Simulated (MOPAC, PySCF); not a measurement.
Dissociation curve of SMILES BN. The N1–B4 bond (N1 also carries H, H; B4 carries H, H) is stretched with both fragments frozen at the PBE0/def2-TZVP optimised geometry.

- UHF/STO-3G = unrestricted Hartree-Fock/STO-3G (PySCF 2.14.0)
- PM3, restricted, heats of formation (MOPAC)
- RKS-M06-2X/6-31G* = restricted M06-2X/6-31G*, spherical d (PySCF)
- UCCSD(T) = CCSD(T) on UHF/cc-pVDZ, 2 core orbitals frozen (PySCF)

Energies relative to the lowest point of each curve near equilibrium, in kcal/mol; the last columns give the difference from UCCSD(T):

| R / Å | UHF/STO-3G | PM3 | RKS-M06-2X/6-31G* | UCCSD(T) | UHF/STO-3G − UCCSD(T) | PM3 − UCCSD(T) | RKS-M06-2X/6-31G* − UCCSD(T) |
|---|---|---|---|---|---|---|---|
| 1.12 | 69.1 | 54.4 | 65.5 | 68.5 | 0.6 | -14.2 | -3.0 |
| 1.19 | 31.3 | 24.9 | 31.1 | 33.0 | -1.7 | -8.2 | -1.9 |
| 1.23 | 17.7 | 14.1 | 18.4 | 19.8 | -2.2 | -5.8 | -1.4 |
| 1.31 | 2.9 | 2.4 | 4.0 | 4.6 | -1.6 | -2.2 | -0.6 |
| 1.33 | 1.3 | 1.1 | 2.1 | 2.6 | -1.3 | -1.5 | -0.4 |
| 1.38 | 0.0 | 0.0 | 0.0 | 0.0 | 0.0 | 0.0 | 0.0 |
| 1.42 | 1.3 | 1.0 | 0.3 | 0.0 | 1.3 | 1.0 | 0.3 |
| 1.48 | 6.4 | 4.8 | 3.4 | 2.7 | 3.7 | 2.2 | 0.7 |
| 1.54 | 14.2 | 10.8 | 8.8 | 7.6 | 6.6 | 3.1 | 1.1 |
| 1.62 | 27.6 | 21.1 | 18.4 | 16.7 | 10.9 | 4.4 | 1.7 |
| 1.70 | 43.1 | 33.5 | 29.6 | 27.4 | 15.7 | 6.1 | 2.2 |
| 1.88 | 81.9 | 66.5 | 57.3 | 54.0 | 27.9 | 12.5 | 3.3 |
| 2.09 | — | 107.2 | 89.0 | 84.4 | — | 22.8 | 4.6 |
| 2.26 | — | 136.6 | 112.3 | 106.5 | — | 30.1 | 5.8 |
| 2.50 | — | 170.0 | 140.9 | 133.9 | — | 36.1 | 7.0 |
| 2.74 | — | 195.5 | 164.6 | 152.4 | — | 43.2 | 12.2 |
| 3.03 | — | 215.4 | 187.4 | — | — | — | — |
| 3.35 | — | 226.2 | 206.5 | — | — | — | — |
| 3.76 | — | 233.5 | 224.2 | — | — | — | — |
| 4.11 | — | 237.6 | 234.6 | — | — | — | — |
| 4.83 | — | 243.8 | 247.6 | — | — | — | — |

UHF/STO-3G is furthest from UCCSD(T) at 1.88 (27.9 kcal/mol, above); its mean absolute difference over the points is 6.1 kcal/mol.

PM3 is furthest from UCCSD(T) at 2.74 (43.2 kcal/mol, above); its mean absolute difference over the points is 12.1 kcal/mol.

RKS-M06-2X/6-31G* is furthest from UCCSD(T) at 2.74 (12.2 kcal/mol, above); its mean absolute difference over the points is 2.9 kcal/mol.

A dash means that the run gave no value there, or that the column was ended at a point which the program doubted or which failed a test of continuity chosen for this set; such a test can also cut sound points.

The unrestricted determinant behind UHF/STO-3G is spin-contaminated at 2.09 to 4.83 Å (<S²> up to 1.0, against 0.00 for a pure singlet). The restricted form behind PM3, RKS-M06-2X/6-31G* keeps the bonding electrons paired and can't separate into open-shell fragments. The unrestricted determinant behind UCCSD(T) is spin-contaminated at 2.50 to 4.83 Å (<S²> up to 1.0, against 0.00 for a pure singlet).
